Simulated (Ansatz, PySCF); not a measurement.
Gas-phase reaction (SMILES): CC[O][Ge]([Br])([Br])[Br] + F (HF) → [F][Ge]([Br])([Br])[Br] [tribromo(fluoro)germane] + CCO; hydrogen fluoride cleaves one Ge-O bond, a model of a ligand-exchange step.

Structures are relaxed separately at B3LYP-D3(BJ)/def2-TZVP in Ansatz (a first-principles code), one conformer each, not searched for the lowest. Valence correlation only, unless marked. No spin-orbit coupling. The frozen core is the preceding noble-gas configuration, with the filled d and f shells of earlier blocks. Non-relativistic. Basis-set limits of correlation are two-point, X^-3; Hartree-Fock from the larger set. [CCSD(T)-MP2]/basis is that difference in the basis named. Thermal terms are rigid-rotor harmonic-oscillator values from B3LYP-D3(BJ) frequencies (Ansatz or PySCF) at 298.15 K and 1 atm. 1 Eh = 627.5095 kcal/mol.

```
species                    E, RI-MP2/CBS(aug-cc-pVTZ,aug-cc-pVQZ)+[CCSD(T)-MP2]/aug-cc-pVTZ (Ansatz) (Eh)  E, PBE/def2-TZVPD (Ansatz) (Eh)  H - E (Eh)
-------------------------  ------------------------------------------------------------------------------  -------------------------------  ----------
CC[O][Ge]([Br])([Br])[Br]                                                                     -9948.02164                      -9952.47789     0.08531
F (HF)                                                                                         -100.39388                       -100.39521     0.01259
[F][Ge]([Br])([Br])[Br]                                                                       -9893.53913                      -9897.97316     0.01374
CCO                                                                                            -154.88074                       -154.90752     0.08491
```

Q: Work out ΔE and ΔH at 298.15 K at the first level, then ΔH at the second.

A: 
1. ΔE = [(-9893.53913) + (-154.88074)] - [(-9948.02164) + (-100.39388)] = -0.00435 Eh = -2.7 kcal/mol at RI-MP2/CBS(aug-cc-pVTZ,aug-cc-pVQZ)+[CCSD(T)-MP2]/aug-cc-pVTZ.
2. The terms H - E add up to 0.00075 Eh, so ΔH = (-0.00435 + (0.00075))×627.5095 = -2.3 kcal/mol.
3. At PBE/def2-TZVPD the same steps give ΔE = -4.8 and ΔH = -4.3 kcal/mol, a shift of -2.0 from the first level.
4. These values are not checked against measurement here, since the tables used lack a sound gas-phase enthalpy of formation for at least one species.
